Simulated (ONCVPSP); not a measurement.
Logarithmic derivatives: terbium (Tb), ONCV

Tb, optimised norm-conserving Vanderbilt (ONCV), made with ONCVPSP 4.0.1 (PBE, non-relativistic). Core [Kr] 4d10, reference 4f9 5s2 5p6 6s0.5 (charge +1.5). Waves: 5s+6s: rc 2.50 bohr, ncon 4, nbas 7, qcut 4.4 1/bohr, 3 projectors, debl 1.8 Ha; 5p: rc 2.25 bohr, ncon 4, nbas 7, qcut 5.1 1/bohr, 2 projectors, debl 1 Ha; d scattering state at 0.29 Ha: rc 1.95 bohr, ncon 3, nbas 7, qcut 4.2 1/bohr, 2 projectors, debl 3.3 Ha; 4f: rc 1.40 bohr, ncon 3, nbas 8, qcut 14.2 1/bohr, local. Local part: the f channel. Core correction: none.

In the p channel the program set the typed energies aside and used -1.234, 0.250 Ha. In the d channel the program set the typed energies aside and used 0.050, 3.350 Ha.

The phase is arctan(r·R′/R) of the radial function R(r), unwrapped; energies in Ha, scanned from -3 to 5 Ha. A pole is an energy at which the radial function vanishes at the test radius. The pseudo phase is shifted by a multiple of π to meet the all-electron one at the reference energy, and phase errors are pseudo minus all-electron; the curves can meet again beyond the range given. Levels narrower than the energy grid can be missing from the lists of poles.

**Question.** For each channel, where are the poles, and over which energies does the pseudopotential scatter like the atom?

**Answer.**

```json
{"channel": "s", "radius (bohr)": "2.54", "reference energy (Ha)": "-0.40", "poles, all-electron": "-1.75, 2.19", "poles, pseudo": "-1.75, 2.19", "unbroken range about the reference energy with phases within 0.05 rad": "below 4.6", "phase error 1 Ha above the reference energy (rad)": "+0.000"}
{"channel": "p", "radius (bohr)": "2.28", "reference energy (Ha)": "-1.23", "poles, all-electron": "-0.82, 4.20", "poles, pseudo": "-0.82, 4.10", "unbroken range about the reference energy with phases within 0.05 rad": "the whole range", "phase error 1 Ha above the reference energy (rad)": "-0.000"}
{"channel": "d", "radius (bohr)": "1.98", "reference energy (Ha)": "0.05", "poles, all-electron": "1.31", "poles, pseudo": "1.31", "unbroken range about the reference energy with phases within 0.05 rad": "the whole range", "phase error 1 Ha above the reference energy (rad)": "-0.000"}
{"channel": "f", "radius (bohr)": "1.42", "reference energy (Ha)": "-0.60", "poles, all-electron": "-0.15", "poles, pseudo": "-0.09", "unbroken range about the reference energy with phases within 0.05 rad": "-0.9 to 0.2", "phase error 1 Ha above the reference energy (rad)": "+0.071"}
```

Note: ghosts flagged at negative energy: s at -268.0 eV, p at -105.4 eV; GHOST(+) flagged for d at 167.8 eV, s at 228.9 eV. A true bound ghost makes a file unfit for plane-wave use.

Phases in the p channel:

| E (Ha) | all-electron | pseudo |
| --- | --- | --- |
| -2.98 | 1.266 | 1.266 |
| -2.54 | 1.188 | 1.189 |
| -2.10 | 1.007 | 1.007 |
| -1.66 | 0.143 | 0.143 |
| -1.22 | -1.289 | -1.289 |
| -0.78 | -1.585 | -1.585 |
| -0.34 | -1.726 | -1.726 |
| 0.10 | -1.864 | -1.864 |
| 0.54 | -2.104 | -2.104 |
| 0.98 | -2.793 | -2.795 |
| 1.42 | -3.921 | -3.923 |
| 1.86 | -4.338 | -4.340 |
| 2.30 | -4.495 | -4.497 |
| 2.74 | -4.578 | -4.580 |
| 3.18 | -4.631 | -4.634 |
| 3.62 | -4.670 | -4.675 |
| 4.06 | -4.703 | -4.709 |
| 4.50 | -4.732 | -4.742 |
| 4.94 | -4.762 | -4.779 |
